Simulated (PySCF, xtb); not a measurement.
C3H2F3, SMILES C=C(F)[C](F)F, multiplicity 2. One conformer was computed; it need not be the lowest.

Harmonic wavenumbers (cm⁻¹) from GFN2-xTB (xtb) at its own minimum, in rising order: 132, 180, 271, 339, 455, 483, 507, 567, 746, 771, 914, 1127, 1240, 1322, 1466, 1521, 3153, 3203.

Task: What does B3LYP-D3(BJ)/def2-SVP (PySCF) give at its own minimum? (An estimate is asked for; the answer gives what the named calculation found.)

Result: 135, 219, 225, 376, 482, 512, 561, 585, 705, 787, 936, 1192, 1353, 1385, 1499, 1584, 3183, 3300. Paired by order, the mean absolute difference is 44 cm⁻¹ and the zero-point energies are 26.3 and 27.2 kcal/mol.
